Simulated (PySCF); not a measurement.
A structure optimised at PBE-D3(BJ)/def2-SVP, used in a PySCF frequency run:

```xyz
3

Ga     0.0000     0.0000     0.0000
Br     0.0000     0.0000    -2.1938
Br     0.0000     0.0000     2.1938
```
Charge +1, spin multiplicity 1.

Q: Write its SMILES, formula and point group.

A: [Br][Ga+][Br], Br₂Ga, D∞h

Q: What are its rotational constants (standard atomic weights)?

A: 0.65708 GHz (linear rotor, B only)
